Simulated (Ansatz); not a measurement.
As2PtH8⁻, that is trans-PtH2(AsH3)2 with one electron more. Total charge -1; doublet. Geometry r2SCAN-D4/def2-SVP, that of the neutral singlet; atoms count from 1.

Cartesian coordinates in Å:
```
Pt 0.023 -0.042 0.018
H 0.793 -1.452 0.406
As -2.078 -1.069 0.202
H -3.187 -0.674 -0.744
H -2.816 -0.843 1.501
H -2.250 -2.568 0.117
H -0.750 1.373 -0.369
As 2.084 1.059 -0.198
H 2.203 2.525 0.145
H 2.653 1.120 -1.596
H 3.324 0.572 0.516
```

In the def2 sets Pt takes a core potential; there is no spin–orbit coupling. The highest occupied level of the charge -1 doublet lies above zero (up to 1.57 eV). By energy differences it is unbound by 0.33 eV (vertical, to the charge 0 singlet, at PBE0-D4/def2-TZVPD) and held by the finite basis.

Q: Estimate the Mulliken populations from the PBE0/def2-TZVPD orbitals of Ansatz.

A: 
```csv
atom,charge (e),spin (α − β),d electrons
Pt1,-0.20,0.11,8.84
H2,-0.23,-0.03,–
As3,-0.94,0.57,–
H4,0.25,-0.03,–
H5,0.25,-0.04,–
H6,0.26,-0.03,–
H7,-0.22,-0.04,–
As8,-0.94,0.57,–
H9,0.25,-0.03,–
H10,0.25,-0.04,–
H11,0.26,-0.03,–
```
Mulliken values and Mayer orders depend strongly on the basis. With diffuse functions, as here, like atoms can get unlike values, and bond orders can come out too low or too high.

Q: Where does the spin sit?

A: Summed by element: Pt 0.11, H -0.26, As 1.15, of 1 unpaired in all. Largest on single atoms: As3 0.57, As8 0.57, Pt1 0.11.

Q: And the Mayer bond orders between bonded heavy atoms (over 0.3)?

A: Pt1–As3 0.83 (2.35 Å); Pt1–As8 0.83 (2.35 Å). Values over 0.3 also appear between atoms too far apart for a bond (As3–As8 0.93 at 4.69 Å); they arise where an orbital or an unpaired electron spreads over both atoms.
